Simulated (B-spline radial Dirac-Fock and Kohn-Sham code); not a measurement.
# Auger decay of the 3p1/2 hole in Se²⁻

System: the Se²⁻ ion, [Ar] 3d10 4s2 4p6, inside a Watson sphere of charge +2 and radius 1.98 Å (a model of the Madelung potential; inside it an electron's potential energy is lowered by 14.5 eV).

Level of theory: independent-particle radiative and Coulomb Auger rates from relativistic LDA hole-state orbitals, with Dirac-Fock energies; a radial B-spline solver. Kinetic energies are configuration averages from the vacuum level; the two-hole energies are estimated from single-hole states.

| transition | kinetic energy (eV) | width (meV) | share (%) |
| --- | --- | --- | --- |
| M2-M4M4 | 38.04 | 423 | 11.4 |
| M2-M4M5 | 38.47 | 1800 | 48.7 |
| M2-M5M5 | 39.65 | 66.4 | 1.8 |
| M2-M4N1 | 85.16 | 296 | 8.0 |
| M2-M5N1 | 86.01 | 48.5 | 1.3 |
| M2-M4N2 | 99.48 | 244 | 6.6 |
| M2-M4N3 | 99.83 | 354 | 9.6 |
| M2-M5N2 | 100.2 | 384 | 10.4 |
| M2-M5N3 | 100.7 | 38.7 | 1.0 |
| M2-N1N2 | 138.0 | 13.6 | 0.4 |
| M2-N2N3 | 150.8 | 19.8 | 0.5 |

Coster-Kronig rates are the weakest part of this model and often come out 1.5 to 2.5 times too large. Super-Coster-Kronig decay this fast strains the one-particle picture, and such widths tend to come out too large. The listed channels hold 100 % of the non-radiative rate. Summed by principal shells, of 3.70 eV in all: MMM 62.0 %, MMN 36.9 %, MNN 1.1 %.

Values without a named source are computed, but for edge energies of neutral atoms, which are taken from tables.
